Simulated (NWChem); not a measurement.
Molecule: BNH$_{2}$F$_{2}$; SMILES NB(F)F

Program: NWChem. Pople sets run with spherical d functions. Each level has its own optimisation; frequencies are unscaled. One conformer.

```
level                r B–F (Å)  r B–N (Å)  r H–N (Å)  highest harmonic frequency (cm⁻¹)  lowest (cm⁻¹)  zero-point energy (kcal/mol)
-------------------  ---------  ---------  ---------  ---------------------------------  -------------  ----------------------------
Hartree-Fock/6-31G*      1.321      1.392      0.994                               3950            399                          24.6
CAM-B3LYP/def2-SVP       1.328      1.393      1.011                               3747            384                          23.2
Hartree-Fock/3-21G       1.348      1.397      0.999                               3863            403                          25.0
B3LYP/6-31G*             1.336      1.400      1.009                               3719            377                          23.0
```
